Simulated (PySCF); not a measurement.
**Atomic charges by several schemes**

C₇H₁₀Si.
Structure used (GFN2-xTB), in Å, numbered top down from 1:
```
atom  x, y, z in Å
C1     2.917    1.588    1.015
C2     2.331    0.633    0.371
C3     1.724   -0.329   -0.277
C4     2.452   -1.392   -1.058
C5     0.309   -0.405   -0.262
C6    -0.898   -0.491   -0.266
Si7   -2.739   -0.589   -0.246
C8    -3.388    0.852    0.806
H9     3.138    2.537    0.550
H10    3.209    1.484    2.049
H11    3.527   -1.236   -1.003
H12    2.138   -1.364   -2.101
H13    2.210   -2.377   -0.659
H14   -3.138   -1.876    0.342
H15   -3.234   -0.484   -1.626
H16   -4.474    0.845    0.855
H17   -3.082    1.810    0.394
H18   -3.011    0.799    1.823
```

Density: PBE0/pcSseg-1 (PySCF); schemes: Mulliken, IAO, Hirshfeld and ESP-fitted. Geometry: GFN2-xTB; no solvent, vibrations or thermal averaging.

Problem. Tabulate the Mulliken, IAO, Hirshfeld and ESP-fitted charges.

Solution. In e:

```
atom                               environment  Mulliken     IAO  Hirshfeld  ESP-fitted
  C1    outer carbon of cumulated double bonds    -0.151  -0.352     -0.107      -0.486
  C2  central carbon of cumulated double bonds    +0.014  +0.046     +0.015      +0.048
  C3    outer carbon of cumulated double bonds    -0.575  -0.048      0.000      +0.189
  C4                             methyl carbon    -0.145  -0.411     -0.107      -0.542
  C5                             alkyne carbon    +0.321  -0.005     -0.035      -0.062
  C6                             alkyne carbon    -0.433  -0.362     -0.169      -0.348
 Si7                              SiH2 silicon    +0.654  +0.793     +0.360      +0.712
  C8                          Si-methyl carbon    -0.625  -0.715     -0.209      -0.593
  H9                            hydrogen on C1    +0.153  +0.175     +0.061      +0.214
 H10                            hydrogen on C1    +0.153  +0.175     +0.061      +0.214
 H11                           methyl hydrogen    +0.118  +0.156     +0.048      +0.162
 H12                           methyl hydrogen    +0.136  +0.159     +0.050      +0.177
 H13                           methyl hydrogen    +0.136  +0.159     +0.050      +0.176
 H14                             Si–H hydrogen    -0.091  -0.123     -0.076      -0.151
 H15                             Si–H hydrogen    -0.091  -0.123     -0.076      -0.150
 H16                           methyl hydrogen    +0.137  +0.155     +0.043      +0.134
 H17                           methyl hydrogen    +0.144  +0.161     +0.045      +0.153
 H18                           methyl hydrogen    +0.144  +0.161     +0.045      +0.153
```

Mean size of the charges over all atoms: ESP-fitted 0.259 e, IAO 0.238 e, Mulliken 0.235 e, Hirshfeld 0.087 e. Each set sums to the total charge, 0, to within 0.001 e. The ESP scheme is a least-squares fit of atom-centred charges to the potential on four shells outside the van der Waals surface, with the total charge fixed.

Lowest charge. All schemes agree: Mulliken C8 (-0.625); IAO C8 (-0.715); Hirshfeld C8 (-0.209); ESP-fitted C8 (-0.593).

Highest charge. All schemes agree: Mulliken Si7 (+0.654); IAO Si7 (+0.793); Hirshfeld Si7 (+0.360); ESP-fitted Si7 (+0.712).

Problem. Sum the charges by element, for elements with more than one atom.

Solution. 
```csv
element,atoms,Mulliken,IAO,Hirshfeld,ESP-fitted
C,7,-1.593,-1.846,-0.612,-1.793
H,10,+0.939,+1.053,+0.252,+1.081
```

Problem. How closely do the schemes follow one another over all atoms?

Solution. Correlation coefficient and root-mean-square difference: IAO with Hirshfeld 0.97, 0.203 e; IAO with ESP-fitted 0.97, 0.082 e; Hirshfeld with ESP-fitted 0.94, 0.212 e; Mulliken with IAO 0.85, 0.172 e; Mulliken with Hirshfeld 0.81, 0.218 e; Mulliken with ESP-fitted 0.71, 0.239 e.

Problem. How many electrons does the Hirshfeld scheme count on C8?

Solution. Z − q = 6 − (-0.209) = 6.209.
